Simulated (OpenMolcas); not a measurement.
Nb4+ with 4 ligands (iodide) in tetrahedral coordination (Td). Ligand basis ANO-RCC-VDZP.

```json
{
 "Program": "OpenMolcas 26.06",
 "Method": "CASSCF",
 "Basis": "ANO-RCC-VDZP [6s5p3d1f]",
 "Scalar Hamiltonian": "DKH2, point nucleus",
 "Active space": "1 electron in 5 orbitals (4d)",
 "State averaging": "2S+1 = 2 even, 5 roots",
 "Spin-orbit coupling": "RASSI with atomic mean-field integrals over the reference wave functions"
}
```

All ligands move together. At R = 2.62 Å |10Dq| is 8040 cm-1, and at R = 2.73 Å it is 7245 cm-1.

Question: A third run gives 7593 cm-1. What distance was it run at?

Answer: With a power law R^-n the two known points give n = -ln(7245 / 8040) / ln(2.73 / 2.62) = 2.53. Then R = 2.62 × (8040 / 7593)^(1/2.53) = 2.680 Å. The run was at 2.68 Å, so the estimate is off by 0 Å.

An orbital doublet at a regular site is open to a Jahn-Teller distortion, which this geometry leaves out. With metal d orbitals alone the field can be off either way by tens of per cent. Ligand-to-metal charge-transfer states are missing. The least metal-like active orbital is 68 % on the metal (Löwdin) and no ligand orbital is active, so the numbers are rough (holds for R = 2.62). The least metal-like active orbital is 70 % on the metal (Löwdin) and no ligand orbital is active, so the numbers are rough (holds for R = 2.68). The least metal-like active orbital is 71 % on the metal (Löwdin) and no ligand orbital is active, so the numbers are rough (holds for R = 2.73). No measured value stands beside these numbers; the geometry is a model, was not optimised and need not be the one that this ion takes.
